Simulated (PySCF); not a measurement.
Partial charges of `CCCS[SiH2]C(F)(F)F`

Compound: C4H9F3SSi.
Structure used (GFN2-xTB), in Å, numbered top down from 1:
```
atom  x, y, z in Å
C1     2.394   -0.698   -0.679
C2     1.869    0.599   -0.080
C3     1.195    0.383    1.264
S4    -0.258   -0.737    1.193
Si5   -1.617    0.437    0.078
C6    -3.298   -0.515    0.147
F7    -3.246   -1.742   -0.400
F8    -3.788   -0.669    1.389
F9    -4.241    0.161   -0.543
H10    2.866   -0.508   -1.639
H11    3.127   -1.151   -0.016
H12    1.581   -1.405   -0.825
H13    1.165    1.071   -0.769
H14    2.698    1.295    0.074
H15    0.860    1.324    1.696
H16    1.877   -0.106    1.959
H17   -1.324    0.533   -1.349
H18   -1.867    1.734    0.696
```

Density: PBE0/pcSseg-1 (PySCF); schemes: Mulliken, IAO, Hirshfeld and ESP-fitted. Geometry: GFN2-xTB, one conformer, isolated molecule.

Do the Mulliken, IAO, Hirshfeld and ESP-fitted schemes agree on where the charge is highest?

The schemes don't all agree: Mulliken Si5 (+0.570); IAO Si5 (+0.657); Hirshfeld Si5 (+0.294); ESP-fitted C6 (+0.497).

For which atoms does the sign change between the 4 schemes (beyond +0.03 e in one, beyond −0.03 e in another)?

C2.

Do the Mulliken, IAO, Hirshfeld and ESP-fitted schemes agree on where the charge is lowest?

The schemes don't all agree: Mulliken C3 (-0.343); IAO C1 (-0.422); Hirshfeld C1 (-0.122); ESP-fitted C1 (-0.321).

What partial charge does each atom carry?

In e:

```csv
atom,environment,Mulliken,IAO,Hirshfeld,ESP-fitted
C1,methyl carbon,-0.269,-0.422,-0.122,-0.321
C2,chain CH2 carbon,-0.280,-0.248,-0.067,+0.219
C3,sp3 carbon bound to sulfur,-0.343,-0.324,-0.059,-0.276
S4,sulfur bonded to C and Si,-0.244,-0.169,-0.063,-0.216
Si5,SiH2 silicon,+0.570,+0.657,+0.294,+0.052
C6,CF3 carbon,+0.525,+0.562,+0.168,+0.497
F7,fluorine of a CF3 group,-0.269,-0.281,-0.102,-0.171
F8,fluorine of a CF3 group,-0.267,-0.279,-0.102,-0.186
F9,fluorine of a CF3 group,-0.278,-0.287,-0.105,-0.197
H10,methyl hydrogen,+0.121,+0.146,+0.044,+0.073
H11,methyl hydrogen,+0.111,+0.139,+0.041,+0.096
H12,methyl hydrogen,+0.133,+0.149,+0.029,+0.090
H13,methylene hydrogen,+0.130,+0.129,+0.035,+0.020
H14,methylene hydrogen,+0.132,+0.144,+0.046,-0.018
H15,methylene hydrogen,+0.164,+0.151,+0.043,+0.120
H16,methylene hydrogen,+0.168,+0.163,+0.051,+0.178
H17,Si–H hydrogen,-0.054,-0.117,-0.066,+0.015
H18,Si–H hydrogen,-0.050,-0.112,-0.064,+0.025
```

Mean size of the charges over all atoms: IAO 0.249 e, Mulliken 0.228 e, ESP-fitted 0.154 e, Hirshfeld 0.083 e. Each set sums to the total charge, 0, to within 0.001 e. The IAO scheme counts the electrons in orthogonalised intrinsic atomic orbitals, a minimal basis polarised so that it spans the occupied orbitals exactly.

How closely do the schemes follow one another over all atoms?

Correlation coefficient and root-mean-square difference: Mulliken with IAO 0.99, 0.052 e; IAO with Hirshfeld 0.97, 0.193 e; Mulliken with Hirshfeld 0.95, 0.172 e; IAO with ESP-fitted 0.73, 0.200 e; Mulliken with ESP-fitted 0.73, 0.183 e; Hirshfeld with ESP-fitted 0.63, 0.154 e.

How many electrons does the ESP-fitted scheme count on F9?

Z − q = 9 − (-0.197) = 9.197.

Sum the charges by element, for elements with more than one atom.

```
element  atoms  Mulliken     IAO  Hirshfeld  ESP-fitted
      C      4    -0.367  -0.433     -0.080      +0.120
      F      3    -0.813  -0.847     -0.309      -0.553
      H      9    +0.855  +0.791     +0.159      +0.598
```
